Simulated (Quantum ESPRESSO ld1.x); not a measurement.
The numbers below are computed, except where a source is named.
Au LIV, configuration [Ar] 3d8. Level of theory: Dirac Kohn-Sham, PBE, spin-unpolarised, spherical densities, point nucleus; open shells fill j = l - 1/2 first (ld1.x of Quantum ESPRESSO 7.5). Some entries of the table are withheld. Estimate them.

orbital,occ.,eigenvalue (eV),<r^2> (bohr^2)
1s1/2,2,-83853.0,(1)
2s1/2,2,-17341.7,0.005892
2p1/2,2,-16775.2,0.004168
2p3/2,4,-14925.8,0.005336
3s1/2,2,-6248.27,0.03626
3p1/2,2,(2),0.03280
3p3/2,4,(3),0.03828
3d3/2,4,(4),0.02877
3d5/2,4,(5),0.03023

Answer. 
(1) 1s1/2 <r^2> (bohr^2): 0.0003929
(2) 3p1/2 eigenvalue (eV): -6006.61
(3) 3p3/2 eigenvalue (eV): -5568.10
(4) 3d3/2 eigenvalue (eV): -5189.53
(5) 3d5/2 eigenvalue (eV): -5092.56
